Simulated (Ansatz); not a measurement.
Consider the redistribution: `N[Si](O)(Cl)Br` + `C[N](C)[InH][OH]` → `O[SiH](Cl)Br` + `C[N](C)[In]([NH2])[OH]`.

Gas-phase electronic energies from Ansatz, PBE0-D4/def2-TZVP geometries. CCSD(T)/CBS adds triple-zeta CCSD(T) − MP2 to the extrapolated MP2 energy (def2 sets, frozen cores). Elements past krypton have def2 core potentials. For Br, In outer-core shells are correlated without core-valence functions, which leaves a few kJ/mol of doubt a bond. Scalar relativity is left out up to krypton. One conformer a species, not always the lowest.

| species | CCSD/CBS(def2) energy (Eh) |
| --- | --- |
| `N[Si](O)(Cl)Br` | -3454.01723 |
| `C[N](C)[InH][OH]` | -400.56737 |
| `O[SiH](Cl)Br` | -3398.67464 |
| `C[N](C)[In]([NH2])[OH]` | -455.88289 |

Question: Work out ΔE.

Answer: ΔE = (-3398.67464) + (-455.88289) − (-3454.01723) − (-400.56737) = 0.02707 Eh = +0.74 eV. CCSD(T)/CBS gives +0.72 eV.

Question: What do rigid-rotor, harmonic-oscillator terms from PBE0-D4/def2-TZVP frequencies (298.15 K, 1 bar) make of the CCSD(T)/CBS value? (Estimate.)

Answer: Computed: ΔZPE = +0.01 eV, ΔH = +0.75 eV, ΔS = 21 J/(mol·K), ΔG = +0.68 eV.

Largest T1 diagnostic among the species: 0.016.

The D4 term adds +0.06 eV with B3LYP and +0.03 eV with PBE0; it sums over pairs of atoms, weighted by their polarisabilities, and B3LYP, whose exchange is more repulsive, gets the larger term. From PBE to PBE0 (25 % exact exchange), in def2-TZVPP and without D4, ΔE moves by +0.06 eV.

B3LYP here is the variant with VWN-RPA as its local correlation; programs differ in this.
